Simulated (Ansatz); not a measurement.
Dissociation curve of Ga2(mu-Cl)2(Me)4, C₄H₁₂Cl₂Ga₂, singlet. The C4–H20 bond (C4 also carries Ga, H, H; H20 carries nothing else) is stretched with both fragments frozen at the PBE0/def2-SVP optimised geometry.

- RKS-B3LYP = restricted B3LYP/def2-SVP in Ansatz (a program for electronic structure)
- UKS-PBE0 = unrestricted PBE0/def2-SVP run with Ansatz

Energies relative to the lowest point of each curve near equilibrium, in kJ/mol:

| R / Å | RKS-B3LYP |
|---|---|
| 0.90 | 98.2 |
| 1.04 | 6.9 |
| 1.07 | 1.7 |
| 1.10 | 0.0 |
| 1.19 | 10.4 |
| 1.25 | 26.5 |
| 1.47 | 113.8 |
| 1.59 | 167.4 |
| 1.82 | 265.5 |
| 2.06 | 353.8 |
| 2.31 | 429.1 |
| 3.22 | 592.2 |

### Question
Estimate the UKS-PBE0 values at these points.

### Answer
0.90: 99.1; 1.04: 6.8; 1.07: 1.6; 1.10: 0.0; 1.19: 10.9; 1.25: 27.5; 1.47: 118.0; 1.59: 173.8; 1.82: 276.3; 2.06: 367.8; 2.31: 422.1; 3.22: 468.0 (kJ/mol).

The restricted form behind RKS-B3LYP keeps the bonding electrons paired and can't separate into open-shell fragments. The unrestricted determinant behind UKS-PBE0 is spin-contaminated at 2.06 to 3.22 Å (<S²> up to 1.0, against 0.00 for a pure singlet).
